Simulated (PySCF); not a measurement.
**Core-level binding energies of (HGaS)3 ring**

(HGaS)3 ring, Ga3H3S3.
Bonds: Ga1–S3, Ga1–S9, S3–Ga4, Ga4–S6, S6–Ga7, Ga7–S9. Hydrogens: H2 on Ga1; H5 on Ga4; H8 on Ga7.

Method used: delta-SCF UKS SCAN, pcX-2 on the ionised atom, pcseg-1 elsewhere, spin-free X2C (PySCF). Each binding energy is the total energy of the core-ionised species, with the hole localised on one atom, minus that of the ground state; both are solved self-consistently, so orbital relaxation is included.

Q: Give the core binding energies atom by atom.

A: 
```tsv
atom(s)	environment	level	binding energy (eV)	2p1/2 (eV)	count
S3/S6/S9	sulfur bonded to 2 Ga	S 1s	2476.27	–	3
S3/S6/S9	sulfur bonded to 2 Ga	S 2p3/2	168.48	169.70	3
```

Q: Which photon energy gives electrons from S 1s of S3/S6/S9 a kinetic energy of 100 eV, and what is their de Broglie wavelength?

A: hν = 2476.27 + 100 = 2576.27 eV, recoil neglected; λ = 12.264 Å/√(E/eV) = 1.23 Å.

Atoms equivalent by their bonding share one computed value, that of the first of them. The 2p values add to the ΔSCF energy of one spin-free hole a correction within the shell (spin–orbit coupling, ligand field). 2p1/2 minus 2p3/2 (ligand field included): S 1.23 eV. No level of gallium is listed. Geometry: PBE0-D3(BJ)/def2-SVP, one conformer, isolated molecule.
